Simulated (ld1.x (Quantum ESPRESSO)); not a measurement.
nitrogen (N): one change to an RRKJ potential, before and after

- Element: nitrogen
- Generator: ld1.x (Quantum ESPRESSO) 7.5
- Type: norm-conserving RRKJ (Kleinman–Bylander form)
- Functional: PBE
- Relativity: non-relativistic
- Frozen core: [He]
- Valence charge: 5
- Reference configuration: 2s2 2p1 (charge +2)
- Partial waves: 2p (bound): rc 2.15 bohr; 3d channel at 0.15 Ry: rc 1.95 bohr; 2s (bound): rc 0.90 bohr
- Local potential: the s channel
- Core correction: Bessel-smoothed model core inside 0.85 bohr

All-electron outer shells of the reference configuration (PBE, non-relativistic, ld1.x):

```tsv
shell	level (eV)	outermost node (bohr)	outermost maximum (bohr)
2s	-49.12	0.32	0.96
2p	-37.51	–	0.86
```

Change: core correction Bessel-smoothed model core inside 0.56 bohr.

Cutoffs: the cutoffs (Ry, on a coarse ladder) from which the occupation-weighted sum of valence levels, in a spherical-Bessel basis at the reference potential, stays within 10 and 1 mRy of its value at 400 Ry; they do not see the model core or the augmentation charge, which bear on the density cutoff. Errors are all-electron minus pseudo energies relative to the spin-unpolarised reference configuration.

Task: Predict the effect on cutoff, ghosts and configuration errors.

Result: The potential gets neither clearly harder nor softer (60 Ry and 140 Ry → 60 Ry and 140 Ry); the errors of the 7 common tests hardly move; neither file shows a bound ghost. A model core, the more so a compact one, raises the density cutoff, which this test does not measure.

```tsv
quantity	base	changed
cutoff, loose	60 Ry	60 Ry
cutoff, tight	140 Ry	140 Ry
bound ghosts	none	none
error for 2s2 2p3, meV [ΔE -42.46 eV]	+694	+705
error for 2s2 2p2, meV [ΔE -28.86 eV]	+301	+305
error for 2s2 2p0, meV [ΔE 47.08 eV]	+668	+678
error for 2s2 2p2.5, meV [ΔE -37.36 eV]	+522	+531
error for 2s2 2p3.3, meV [ΔE -44.08 eV]	+759	+771
error for 2s0 2p5, meV [ΔE -19.48 eV]	+1631	+1637
error for 2s1 2p3, meV [ΔE -17.11 eV]	+684	+687
s: phases at 2.36 bohr within 0.05 rad from the reference energy up to (Ry; the scan ends near 5)	to the end of the scan	to the end of the scan
p: phases at 2.36 bohr within 0.05 rad from the reference energy up to (Ry; the scan ends near 5)	-0.8	-0.8
d: phases at 2.36 bohr within 0.05 rad from the reference energy up to (Ry; the scan ends near 5)	4.2	4.2
```
